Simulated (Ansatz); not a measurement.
trans-PdCl2(PF3)2 (P2PdCl2F6). Total charge 0; triplet. Geometry r2SCAN-D4/def2-SVP; atoms count from 1.

```tsv
atom	x (Å)	y (Å)	z (Å)
Pd1	0.0007	-0.0002	0.0012
Cl2	-1.4298	1.5949	1.0146
P3	1.3676	1.8812	-0.5851
F4	1.8786	2.7752	0.6190
F5	0.6684	3.0035	-1.4579
F6	2.7267	1.7501	-1.3916
Cl7	1.4301	-1.5949	-1.0142
P8	-1.3669	-1.8814	0.5864
F9	-1.8817	-2.7689	-0.6209
F10	-2.7246	-1.7504	1.3952
F11	-0.6692	-3.0092	1.4532
```

In the def2 sets Pd takes a core potential; there is no spin–orbit coupling. The name describes the singlet; other states may take another shape. At PBE0-D4/def2-TZVP a singlet of charge 0 lies 1.96 eV below the triplet, each at its own geometry.

(1) Estimate the Mulliken populations from the PBE0/def2-TZVP orbitals of Ansatz.

(2) Where does the spin sit?

(3) And the Mayer bond orders between heavy atoms (over 0.3)?

## Answers

(1) 
| atom | charge (e) | spin (α − β) | d electrons |
| --- | --- | --- | --- |
| Pd1 | 0.05 | 0.96 | 8.78 |
| Cl2 | -0.33 | 0.40 | – |
| P3 | 0.91 | 0.09 | – |
| F4 | -0.20 | 0.01 | – |
| F5 | -0.20 | 0.01 | – |
| F6 | -0.20 | 0.01 | – |
| Cl7 | -0.33 | 0.40 | – |
| P8 | 0.91 | 0.09 | – |
| F9 | -0.20 | 0.01 | – |
| F10 | -0.20 | 0.01 | – |
| F11 | -0.20 | 0.01 | – |
Mulliken values depend strongly on the basis.

(2) Summed by element: Pd 0.96, Cl 0.81, P 0.19, F 0.04, of 2 unpaired in all. Largest on single atoms: Pd1 0.96, Cl7 0.40, Cl2 0.40.

(3) Pd1–Cl2 0.89 (2.37 Å); Pd1–P3 0.68 (2.40 Å); Pd1–Cl7 0.89 (2.37 Å); Pd1–P8 0.68 (2.40 Å); P3–F4 1.16 (1.58 Å); P3–F5 1.16 (1.58 Å); P3–F6 1.15 (1.59 Å); P8–F9 1.16 (1.58 Å); P8–F10 1.15 (1.59 Å); P8–F11 1.16 (1.58 Å).
